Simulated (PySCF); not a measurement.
# Bond lengths and vibrations by method: AlBFH2N

These are calculations, not measurements. The program is PySCF 2.14.0, an open-source quantum chemistry code, run on an isolated molecule that a program drew, which may never have been made. The molecule is AlBFH2N (charge 0, singlet), drawn as the SMILES string `B=[N][AlH][F]`.

The geometry was optimised and harmonic frequencies were computed with HF and MP2, all in the cc-pV(D+d)Z basis, for the commonest isotopes, with a restricted reference for singlets and an unrestricted one otherwise, and a frozen core in MP2. Each result is a local minimum of its method.

Geometry at the HF minimum:
```xyz
6
AlBFH2N, angstrom
B    -2.0947   -0.0752    2.0876
N    -2.0266    0.1057    0.8548
Al   -1.9203    0.3661   -0.8779
F    -0.5833    1.1206   -1.4908
H    -2.1624   -0.2468    3.2452
H    -3.0166   -0.0702   -1.8995
```

Lengths of the bonds as drawn, in Å (atoms numbered as above):
| bond | HF | MP2 |
|---|---|---|
| B1-N2 | 1.248 | 1.274 |
| N2-Al3 | 1.755 | 1.782 |
| Al3-F4 | 1.653 | 1.671 |
| B1-H5 | 1.172 | 1.181 |
| Al3-H6 | 1.561 | 1.561 |

Rotational constants, in GHz:
| constant | HF | MP2 |
|---|---|---|
| A | 24.15 | 23.91 |
| B | 3.256 | 3.151 |
| C | 2.869 | 2.785 |

Harmonic frequencies in cm^-1, each column in rising order, so a row needn't be the same motion in every method:
```
rank    HF   MP2
   1   115   103
   2   151   129
   3   304   283
   4   539     ?
   5   680   636
   6   723   685
   7   832   728
   8   839   739
   9   881   855
  10  1948  1812
  11  2068  2044
  12  2985  2902
```

**Estimate the missing MP2 frequency from the HF column.**

A single factor s that minimises the squared misfit of MP2 against s times HF over the other rows is sum(HF x MP2) / sum(HF^2) = 0.9593, with an rms misfit of 41 cm^-1. For rank 4 it gives 0.9593 x 539 = 517 cm^-1. The calculation gives 513 cm^-1, 4 cm^-1 below the estimate. The drawn bonds are on average 1.1 % longer in MP2 than in HF.
